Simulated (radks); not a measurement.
Question: All-electron atom: Pb3+ in [Kr] 4d10 4f14 5s2 5p4 5d10 6s1 6d2 (not the ground configuration). All-electron calculation, Dirac Kohn-Sham, PBEsol, spin-unpolarised, spherical densities, finite nucleus; open shells fill j = l - 1/2 first; Fermi nuclear charge, rms radius 5.5012 fm. Program: a radial shooting solver on a logarithmic mesh with Libxc functionals.

Spin-orbit splittings of the eigenvalues, e(l+1/2) - e(l-1/2), with zeta = 2 splitting/(2l+1) and mean radii in bohr:

shell  occ.  splitting (eV)  zeta (eV)  <r> j=l-1/2  <r> j=l+1/2
2p        6            2188       1459      0.05488      0.06380
3p        6           488.2      325.5       0.1645       0.1807
3d       10           103.9      41.58       0.1570       0.1619
4p        6           119.7      79.77       0.3853       0.4198
4d       10           22.35      8.941       0.4244       0.4354
4f       14           5.054      1.444       0.4493       0.4555
5p        4           23.38      15.58       0.8989       0.9833
5d       10           3.074      1.230        1.182        1.216
5f        0          0.1184    0.03382        2.641        2.671
6p        0               ?          ?        2.204        2.404
6d        2          0.3936     0.1574        3.236        3.299

Estimate the 6p splitting.

Answer: 3.694 eV (zeta = 2.463 eV).
